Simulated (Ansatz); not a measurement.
The cluster HgO₂⁻ (the lowest doublet isomer of a short search) was relaxed with PBE-D4 (def2-TZVPD) in Ansatz in these states: charge -1 doublet, charge -1 quartet. The geometries follow in no particular order.

In the def2 sets Hg takes a core potential; there is no spin–orbit coupling.

A:

| atom | x (Å) | y (Å) | z (Å) |
| --- | --- | --- | --- |
| Hg1 | 0.182 | 0.424 | 0.252 |
| O2 | -1.536 | 0.996 | -1.115 |
| O3 | 1.354 | -1.420 | 0.863 |

B:

Cartesian coordinates in Å:
```
Hg 0.000 0.000 0.000
O -0.060 -0.304 -1.909
O 0.060 0.304 1.909
```

Judge from the bond lengths which geometry belongs to which state (an estimate).

A is the charge -1 quartet (Hg1–O3 2.269 Å, Hg1–O2 2.269 Å); B is the charge -1 doublet (Hg1–O3 1.934 Å, Hg1–O2 1.934 Å).

At PBE-D4/def2-TZVPD the highest occupied level of the charge -1 quartet lies above zero (up to 0.60 eV). It is a level of α spin, whose loss leaves a triplet; that state wasn't run at this geometry and level. The electron is either unbound and held by the finite basis, or the level is raised by self-interaction error. At PBE-D4/def2-TZVPD the highest occupied level of the charge -1 doublet lies above zero (up to 0.14 eV). By energy differences its removal costs 3.06 eV (vertical, to the charge 0 triplet, at PBE-D4/def2-TZVPD); a positive level beside a positive removal energy at the same level points to self-interaction error. At PBE0-D4/def2-TZVPD a doublet lies 1.85 eV below the charge -1 quartet. These are the stationary points nearest to one start from a short search; other shapes may lie lower in each state.
